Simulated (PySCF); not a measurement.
**Bromine: a sound run and one with changed settings**

Sound run: Br [Ar] 3d10 4s2 4p5, Br⁺ [Ar] 3d10 4s2 4p4. All numbers are calculated (PySCF 2.14, no relativity, point nucleus, in pcseg-2 (6s5p3d1f, 43 functions)). In the sound run the correlated levels freeze [Ar] 3d10. The sound run starts from symmetry-adapted Hartree-Fock orbitals and uses a fine grid where one is needed.

A second run was set up differently.

```csv
species,method,sound run (hartree),changed run (hartree),converged
Br,UHF,-2572.41759,-2544.63678,yes
Br,PBE0,-2573.85471,-2545.72877,yes
Br,B3LYP,-2574.18926,-2545.93463,yes
Br,MP2,-2572.55039,-2544.63678,yes
Br⁺,UHF,-2572.02190,-2544.32459,yes
Br⁺,PBE0,-2573.41925,-2545.37127,yes
Br⁺,B3LYP,-2573.74979,-2545.57740,yes
Br⁺,MP2,-2572.12502,-2544.32459,yes
```

Ionisation energy of Br:

```tsv
method	sound run (eV)	changed run (eV)
UHF	10.767	8.495
PBE0	11.850	9.728
B3LYP	11.959	9.721
MP2	11.575	8.495
SCS-MP2	11.572	8.495
```

**Question.** What was changed?
A. all electrons correlated in a valence basis
B. basis contracted for another Hamiltonian
C. too few SCF iterations
D. minimal basis

**Answer.** D. It used basis STO-3G. A minimal basis cannot let orbitals breathe on ionisation and holds almost no correlation.
